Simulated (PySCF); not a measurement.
# [32]annulene (C32H32): Orbital levels and atomic charges

System: [32]annulene (C32H32), SMILES C1=C\C=C\C=C\C=C/C=C/C=C/C=C\C=C\C=C\C=C\C=C\C=C\C=C\C=C\C=C\C=C/1.

Cartesian coordinates (Å):
```
  1 C    -2.5959    2.8325    0.4876
  2 C    -1.3956    3.3735    0.8267
  3 C    -1.2681    4.3144    1.8807
  4 C    -0.1390    4.9434    2.3150
  5 C     1.1939    4.7129    1.8954
  6 C     2.2404    5.4579    2.3517
  7 C     3.6194    5.2666    2.0701
  8 C     4.1597    4.1723    1.4658
  9 C     5.5459    3.9718    1.2651
 10 C     6.1228    2.8310    0.7763
 11 C     5.4029    1.6925    0.3572
 12 C     5.9006    0.4727    0.0032
 13 C     4.9955   -0.5624   -0.3139
 14 C     5.2185   -1.8819   -0.5742
 15 C     4.0895   -2.7113   -0.7586
 16 C     3.9762   -4.0512   -0.9736
 17 C     2.6641   -4.5807   -1.0457
 18 C     2.2101   -5.8319   -1.3143
 19 C     0.7990   -6.0651   -1.3478
 20 C    -0.0651   -5.3256   -0.6022
 21 C    -1.4526   -5.1448   -0.8167
 22 C    -2.1474   -4.2162   -0.1046
 23 C    -3.3988   -3.6625   -0.4679
 24 C    -3.9785   -2.6381    0.2083
 25 C    -5.0870   -1.8977   -0.2864
 26 C    -5.7163   -0.9089    0.3785
 27 C    -6.7763   -0.1178   -0.2072
 28 C    -6.7704    0.3396   -1.4679
 29 C    -5.6339    0.2925   -2.3743
 30 C    -4.4060    0.7768   -2.1003
 31 C    -4.0728    1.5084   -0.9207
 32 C    -2.8386    1.9808   -0.6221
 33 H    -3.4632    3.0965    1.0818
 34 H    -0.5175    3.1109    0.2528
 35 H    -2.1989    4.5841    2.3670
 36 H    -0.2603    5.6965    3.0857
 37 H     1.3694    3.9093    1.1955
 38 H     2.0042    6.2910    3.0041
 39 H     4.2907    6.0442    2.4147
 40 H     3.4886    3.3837    1.1625
 41 H     6.1973    4.7846    1.5627
 42 H     7.2030    2.7788    0.7248
 43 H     4.3251    1.7822    0.3427
 44 H     6.9637    0.2780    0.0041
 45 H     3.9542   -0.2553   -0.3073
 46 H     6.2159   -2.2957   -0.6088
 47 H     3.1476   -2.1753   -0.6877
 48 H     4.8372   -4.6952   -1.0770
 49 H     1.8976   -3.8301   -0.8941
 50 H     2.8846   -6.6290   -1.5954
 51 H     0.4231   -6.8155   -2.0310
 52 H     0.3536   -4.7071    0.1824
 53 H    -1.9184   -5.6552   -1.6490
 54 H    -1.6614   -3.7659    0.7534
 55 H    -3.8567   -4.0179   -1.3825
 56 H    -3.5458   -2.3138    1.1468
 57 H    -5.4169   -2.1363   -1.2896
 58 H    -5.4678   -0.7155    1.4147
 59 H    -7.6331    0.0805    0.4264
 60 H    -7.6647    0.8035   -1.8693
 61 H    -5.8339   -0.1109   -3.3604
 62 H    -3.6233    0.6723   -2.8411
 63 H    -4.8897    1.7454   -0.2518
 64 H    -2.0004    1.7334   -1.2608
```

Method: B3LYP/6-31G*, gas phase, PySCF, fitting set def2-universal-JFIT up to Ne and JKFIT beyond, grid level 1.

The gap is small, so a closed-shell solution may not be the true ground state; the numbers describe that solution.

Question: Give the orbital energies near the gap.

Answer: 
| orbital | eV |
| --- | --- |
| HOMO-4 | -6.27 |
| HOMO-3 | -6.14 |
| HOMO-2 | -5.23 |
| HOMO-1 | -4.90 |
| HOMO | -4.27 |
| LUMO | -2.58 |
| LUMO+1 | -1.87 |
| LUMO+2 | -1.54 |
| LUMO+3 | -0.68 |

Question: Give the partial charges of the non-hydrogen atoms.

Answer: 
```tsv
atom	Mulliken	IAO	Hirshfeld
C1	-0.12	-0.12	-0.03
C2	-0.11	-0.14	-0.04
C3	-0.15	-0.13	-0.04
C4	-0.14	-0.14	-0.04
C5	-0.09	-0.13	-0.04
C6	-0.15	-0.14	-0.04
C7	-0.14	-0.13	-0.04
C8	-0.10	-0.13	-0.04
C9	-0.14	-0.13	-0.04
C10	-0.14	-0.14	-0.04
C11	-0.13	-0.12	-0.04
C12	-0.09	-0.14	-0.04
C13	-0.15	-0.11	-0.03
C14	-0.09	-0.15	-0.04
C15	-0.15	-0.11	-0.04
C16	-0.09	-0.15	-0.04
C17	-0.13	-0.12	-0.04
C18	-0.15	-0.15	-0.05
C19	-0.15	-0.14	-0.04
C20	-0.12	-0.13	-0.04
C21	-0.11	-0.13	-0.04
C22	-0.14	-0.13	-0.04
C23	-0.12	-0.13	-0.04
C24	-0.12	-0.13	-0.04
C25	-0.08	-0.11	-0.04
C26	-0.16	-0.15	-0.04
C27	-0.13	-0.14	-0.03
C28	-0.14	-0.15	-0.04
C29	-0.18	-0.14	-0.03
C30	-0.09	-0.13	-0.04
C31	-0.12	-0.12	-0.04
C32	-0.11	-0.14	-0.04
```
